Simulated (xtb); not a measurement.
Input file for xtb: GFN1-xTB on AlSe, 2S+1 = 2, a spin state set in the input, which need not be the lowest, a point of a bond scan (R = 2.290 Å).

```
$ xtb mol.xyz --gfn 1 --sp --chrg 0 --uhf 1
2

Al     0.00000000     0.00000000     0.00000000
Se     0.00000000     0.00000000     2.29042000
```

Program output:

```
[...]
           -------------------------------------------------
          |                Calculation Setup                |
           -------------------------------------------------



           -------------------------------------------------
          |                 G F N 1 - x T B                 |
           -------------------------------------------------

        Reference                      10.1021/acs.jctc.7b00118
      * Hamiltonian:
        H0-scaling (s, p, d)           1.850000    2.250000    2.000000
        zeta-weighting                 0.000000
      * Dispersion:
        s8                             2.400000
        a1                             0.630000
        a2                             5.000000
        s9                             0.000000
      * Repulsion:
        kExp                           1.500000
        rExp                           1.000000
      * Coulomb:
        alpha                          2.000000
        third order                    atomic
        anisotropic                    false
      * Halogen bond correction:
        rad-scale                      1.300000
        damping                        0.440000


          ...................................................
          :                      SETUP                      :
          :.................................................:
          :  # basis functions                  20          :
          :  # atomic orbitals                  18          :
          :  # shells                            6          :
          :  # electrons                         9          :
          :  # halogen bonds                     0          :
          :  max. iterations                   250          :
          :  Hamiltonian                  GFN1-xTB          :
          :  restarted?                      false          :
          :  GBSA solvation                  false          :
          :  PC potential                    false          :
          :  electronic temp.          300.0000000     K    :
          :  accuracy                    1.0000000          :
          :  -> integral cutoff          0.2500000E+02      :
          :  -> integral neglect         0.1000000E-07      :
          :  -> SCF convergence          0.1000000E-05 Eh   :
          :  -> wf. convergence          0.2000000E-04 e    :
          :  Broyden damping             0.4000000          :
          :  net charge                          0          :
          :  unpaired electrons                  1          :
          ...................................................

 iter      E             dE          RMSdq      gap      omega  full diag
   1     -4.6051887 -0.460519E+01  0.447E+00    5.08       0.0  T
   2     -4.6259562 -0.207675E-01  0.331E+00    6.11       1.0  T
   3     -4.6286990 -0.274279E-02  0.187E+00    5.84       1.0  T
   4     -4.6286995 -0.546282E-06  0.413E-02    5.83       1.7  T
   5     -4.6287018 -0.230270E-05  0.564E-03    5.84      12.5  T
   6     -4.6287018 -0.170024E-08  0.284E-04    5.84     248.7  T
   7     -4.6287018 -0.194392E-09  0.251E-05    5.84    2822.2  T
   8     -4.6287018 -0.254907E-12  0.878E-07    5.84   80501.9  T

   *** convergence criteria satisfied after 8 iterations ***

         #    Occupation            Energy/Eh            Energy/eV
      -------------------------------------------------------------
         1        2.0000           -0.8184712             -22.2717
         2        2.0000           -0.4932315             -13.4215
         3        2.0000           -0.3686021             -10.0302
         4        2.0000           -0.3686021             -10.0302
         5        1.0000           -0.3447088              -9.3800 (HOMO)
         6                         -0.1301925              -3.5427 (LUMO)
         7                         -0.1301925              -3.5427
         8                         -0.0782756              -2.1300
         9                         -0.0782756              -2.1300
        10                         -0.0346666              -0.9433
       ...                                ...                  ...
        18                          0.5435533              14.7908
      -------------------------------------------------------------
                  HL-Gap            0.2145163 Eh            5.8373 eV
             Fermi-level           -0.2968884 Eh           -8.0787 eV

 SCC (total)                   0 d,  0 h,  0 min,  0.003 sec
 SCC setup                      ...        0 min,  0.000 sec (  2.829%)
 Dispersion                     ...        0 min,  0.000 sec (  1.436%)
 classical contributions        ...        0 min,  0.000 sec (  0.582%)
 integral evaluation            ...        0 min,  0.001 sec ( 25.612%)
 iterations                     ...        0 min,  0.002 sec ( 45.302%)
 molecular gradient             ...        0 min,  0.001 sec ( 17.448%)
 printout                       ...        0 min,  0.000 sec (  6.381%)

         :::::::::::::::::::::::::::::::::::::::::::::::::::::
         ::                     SUMMARY                     ::
         :::::::::::::::::::::::::::::::::::::::::::::::::::::
         :: total energy              -4.622390072970 Eh    ::
         :: gradient norm              0.031714650385 Eh/a0 ::
         :: HOMO-LUMO gap              5.837285763583 eV    ::
         ::.................................................::
         :: SCC energy                -4.628701849419 Eh    ::
         :: -> electrostatic           0.003649532962 Eh    ::
         :: repulsion energy           0.006825658302 Eh    ::
         :: dispersion energy         -0.000513881852 Eh    ::
         :: halogen bond corr.         0.000000000000 Eh    ::
         :: add. restraining           0.000000000000 Eh    ::
         :: total charge               0.000000000008 e     ::
         :::::::::::::::::::::::::::::::::::::::::::::::::::::

           -------------------------------------------------
          |                Property Printout                |
           -------------------------------------------------

    * Orbital Energies and Occupations

         #    Occupation            Energy/Eh            Energy/eV
      -------------------------------------------------------------
         1        2.0000           -0.8184712             -22.2717
         2        2.0000           -0.4932315             -13.4215
         3        2.0000           -0.3686021             -10.0302
         4        2.0000           -0.3686021             -10.0302
         5        1.0000           -0.3447088              -9.3800 (HOMO)
         6                         -0.1301925              -3.5427 (LUMO)
         7                         -0.1301925              -3.5427
         8                         -0.0782756              -2.1300
         9                         -0.0782756              -2.1300
        10                         -0.0346666              -0.9433
        11                         -0.0005657              -0.0154
        12                         -0.0005657              -0.0154
        13                          0.0124663               0.3392
        14                          0.0124663               0.3392
        15                          0.0445312               1.2118
        16                          0.1121906               3.0529
       ...                                ...                  ...
        18                          0.5435533              14.7908
      -------------------------------------------------------------
                  HL-Gap            0.2145163 Eh            5.8373 eV
             Fermi-level           -0.2968884 Eh           -8.0787 eV

  Mulliken/CM5 charges         n(s)   n(p)   n(d)
Note: The following floating-point exceptions are signalling: IEEE_DENORMAL
normal termination of xtb
     1Al    0.17186  0.12680   1.862  0.558  0.408
     2Se   -0.17186 -0.12680   1.868  4.319 -0.015

Wiberg/Mayer (AO) data.
largest (>0.10) Wiberg bond orders for each atom

 ---------------------------------------------------------------------------
     #   Z sym  total        # sym  WBO       # sym  WBO       # sym  WBO
 ---------------------------------------------------------------------------
     1  13 Al   1.765 --     2 Se   1.765
     2  34 Se   1.765 --     1 Al   1.765
 ---------------------------------------------------------------------------

Topologies differ in total number of bonds
Writing topology from bond orders to xtbtopo.mol

 dipole moment from electron density (au)
     X       Y       Z
   0.0000   0.0000  -2.4536  total (Debye):    6.237


           -------------------------------------------------
          | TOTAL ENERGY               -4.622390072970 Eh   |
          | GRADIENT NORM               0.031714650385 Eh/α |
          | HOMO-LUMO GAP               5.837285763583 eV   |
           -------------------------------------------------

------------------------------------------------------------------------
------------------------------------------------------------------------
 total:
 SCF:
```

The run finished.

Cost: around 0.04 core-seconds (rough).
